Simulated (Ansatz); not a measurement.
## A ladder of methods for SnSe (SMILES [Se][Sn])

The species is SnSe (2 atoms), meant as a singlet with charge 0. As SMILES, `[Se][Sn]`. The shape is that of a PBE0-D4/def2-TZVP optimisation.

```xyz
2

Se    0.0000    0.0000    0.0065
Sn    0.0000    0.0000    2.3318
```

Each level gives the energy change with the Se1–Sn2 bond stretched from 2.325 to 5.846 Å (eV). The values are calculated.

```json
{"level": "HF/STO-3G (restricted)", "kind": "Hartree–Fock", "program": "Ansatz", "value (eV)": "8.10", "less FCI/STO-3G": "+2.51", "CPU time (all runs)": "2.5 s"}
{"level": "SVWN5/STO-3G (restricted)", "kind": "LDA", "program": "Ansatz", "value (eV)": "8.70", "less FCI/STO-3G": "+3.11", "CPU time (all runs)": "10 s"}
{"level": "BLYP/STO-3G (restricted)", "kind": "GGA", "program": "Ansatz", "value (eV)": "8.01", "less FCI/STO-3G": "+2.42", "CPU time (all runs)": "21 s"}
{"level": "HSE06/STO-3G (restricted)", "kind": "range-separated hybrid", "program": "Ansatz", "value (eV)": "9.50", "less FCI/STO-3G": "+3.91", "CPU time (all runs)": "35 s"}
{"level": "wB97X/STO-3G (restricted)", "kind": "range-separated hybrid", "program": "Ansatz", "value (eV)": "9.27", "less FCI/STO-3G": "+3.68", "CPU time (all runs)": "43 s"}
{"level": "RPA@PBE/STO-3G (restricted)", "kind": "RPA", "program": "Ansatz", "value (eV)": "3.65", "less FCI/STO-3G": "-1.94", "CPU time (all runs)": "28 s"}
{"level": "MP2/STO-3G (restricted)", "kind": "perturbation theory", "program": "Ansatz", "value (eV)": "9.21", "less FCI/STO-3G": "+3.62", "CPU time (all runs)": "13 s"}
{"level": "CCSD/STO-3G (restricted)", "kind": "coupled cluster or CI", "program": "Ansatz", "value (eV)": "8.35", "less FCI/STO-3G": "+2.76", "CPU time (all runs)": "6.9 s"}
{"level": "FCI/STO-3G", "kind": "exact in the basis", "program": "Ansatz", "value (eV)": "5.59", "less FCI/STO-3G": "0.00", "CPU time (all runs)": "24 s"}
```

FCI/STO-3G is exact within its basis and frozen core, so for wave-function methods in that basis the difference is their error; functionals converge differently with the basis, so for them it is only a difference. Spin-restricted single references rise too steeply as a bond breaks. All-electron rows without a relativistic Hamiltonian named are non-relativistic. The first shape isn't each level's own minimum. The values span 3.65 to 9.50 eV. All rows use very small basis sets, so even the best lies far from the true value. In the correlated wave-function rows the outer d shell of Se, Sn is correlated, in sets not made for it. CPU times are rough (shared hosts, several kinds of processor): they show what a rung costs within a factor of a few.
